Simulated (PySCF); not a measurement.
Match each property card to its molecule.

Structures:
1. `N#CC1=C[C@H]1F`
2. `C=C([S-])C(F)F`
3. `CC[O+]([Al-]([Br])([Br])[Br])CC`
4. `[CH3][Al]([CH3])[S]C(C)(C)C`
5. `BN(B)B`
6. `C=CCN1CCC[SiH2]1`

Card P (geometry PBE0-D3(BJ)/def2-SVP):
- Rotational constants A, B, C: 0.427, 0.383, 0.363 GHz
- Static isotropic polarisability (CAM-B3LYP/def2-SVPD): 137.9 au
- 13C chemical shifts (computed TMS as zero) by class (GIAO PBE0/pcSseg-1): 69.6 (2 C), 14.2 (2 C) ppm
- Point group: C1
- Lowest singlet excitation (TDDFT CAM-B3LYP/def2-SVPD): 6.72 eV (184 nm, f = 0.001)
- Isotropic shieldings of nuclei other than C and H, by class (GIAO PBE0/pcSseg-1): 272 (1 O), 435 (1 Al), 2640 (3 Br) ppm
- Dipole moment (CAM-B3LYP/def2-SVPD): 6.90 D

Card Q (geometry PBE0-D3(BJ)/def2-SVP):
* Rotational constants A, B, C: 3.510, 1.014, 0.850 GHz
* Static isotropic polarisability (wB97X-D/def2-SVPD): 105.2 au
* Vertical ionisation energy (ΔSCF wB97X-D/def2-SVPD): 8.02 eV
* Core binding energies (ΔSCF SCAN, pcX-2 on the ionised atom, pcseg-1 elsewhere, spin-free X2C, 2p3/2 from a spin–orbit splitting computed afterwards within the 2p shell): Si2p3/2 106.4, C1s 290.0, C1s 290.0, C1s 290.3, C1s 290.5, C1s 291.1, C1s 291.4, N1s 403.8, Si1s 1846.2 eV
* Point group: C1

Card R (geometry PBE0-D3(BJ)/def2-SVP):
* Rotational constants A, B, C: 10.044, 10.038, 5.021 GHz
* Static isotropic polarisability (wB97X-D/def2-SVPD): 50.5 au
* Core binding energies (ΔSCF SCAN, pcX-2 on the ionised atom, pcseg-1 elsewhere, spin-free X2C): B1s 196.7 (×3), N1s 405.4 eV
* Largest of the computed one-bond spin–spin couplings (means over like bonds) (B3LYP/pcJ-1): 11B–1H +149.1 (×6), 15N–11B -18.0 (×3) Hz
* Point group: D3h
* Isotropic shieldings of nuclei other than C and H, by class (GIAO PBE0/pcSseg-1): 35 (3 B), 20 (1 N) ppm
* Dipole moment (wB97X-D/def2-SVPD): 0.00 D

Card S (geometry PBE0-D3(BJ)/def2-SVP):
- Rotational constants A, B, C: 4.622, 2.085, 1.625 GHz
- HOMO energy (CAM-B3LYP/pcSseg-2): -1.78 eV
- Isotropic shieldings of nuclei other than C and H, by class (GIAO CAM-B3LYP/pcSseg-2): 302 (2 F), 465 (1 S) ppm
- 13C chemical shifts (computed TMS as zero) by class (GIAO CAM-B3LYP/pcSseg-2): 189.6 (1 C), 130.3 (1 C), 99.5 (1 C) ppm

Card T (geometry PBE0-D3(BJ)/def2-SVP):
* Rotational constants A, B, C: 10.041, 2.237, 1.929 GHz
* Point group: C1
* Dipole moment (PBE0-D3(BJ)/def2-SVP): 3.54 D

Card U (geometry PBE0-D3(BJ)/def2-SVP):
- Rotational constants A, B, C: 2.021, 0.873, 0.803 GHz
- Static isotropic polarisability (CAM-B3LYP/def2-SVPD): 121.3 au
- Lowest singlet excitation (TDDFT CAM-B3LYP/def2-SVPD): 4.11 eV (302 nm, f = 0.000)
- HOMO energy (CAM-B3LYP/def2-SVPD): -7.68 eV
- Strongest line among the 15 lowest singlet transitions (TDDFT CAM-B3LYP/def2-SVPD): S7 at 6.77 eV (183 nm, f = 0.160)
- Lowest triplet excitation (Tamm–Dancoff) (TDA CAM-B3LYP/def2-SVPD): 3.91 eV

All species are isolated and taken at one optimised geometry, non-relativistic unless stated; the electronic structure was computed with PySCF and density fitting. NMR classes are plain means over equivalent atoms (diastereotopic ones count apart unless rotation or inversion swaps them), as if these changed places fast.

Task: Which card belongs to which structure?

Result: P = 3, Q = 6, R = 5, S = 2, T = 1, U = 4. What ties each card to its structure:
- 1 (card T), C4H2FN, monoisotopic mass 83.0 u, 6 heavy atoms: an asymmetric top with C = 1.929 GHz; dipole 3.54 D.
- 2 (card S), [C3H3F2S]-, monoisotopic mass 109.0 u, 6 heavy atoms: 3 C in 3 classes; a HOMO at -1.78 eV for the only species of charge -1; the least shielded carbon (189.6 ppm) is a fully substituted alkene carbon; an asymmetric top with C = 1.625 GHz.
- 3 (card P), C4H10AlBr3O, monoisotopic mass 337.8 u, 9 heavy atoms: 4 C in 2 classes; the least shielded carbon (69.6 ppm) is an sp3 carbon bound to oxygen; an asymmetric top with C = 0.363 GHz, the lowest such constant on the cards; polarisability 137.9 au for 160 electrons; dipole 6.90 D.
- 4 (card U), C6H15AlS, monoisotopic mass 146.1 u, 8 heavy atoms: an asymmetric top with C = 0.803 GHz; polarisability 121.3 au for 80 electrons.
- 5 (card R), B3H6N, monoisotopic mass 53.1 u, 4 heavy atoms: core lines of B and N; point group D3h; an oblate symmetric top (constants that symmetry makes equal differ by optimisation noise) with C = 5.021 GHz, the highest such constant on the cards; polarisability 50.5 au for 28 electrons; a dipole under 0.05 D.
- 6 (card Q), C6H13NSi, monoisotopic mass 127.1 u, 8 heavy atoms: core lines of C, N and Si; an asymmetric top with C = 0.850 GHz; polarisability 105.2 au for 70 electrons.
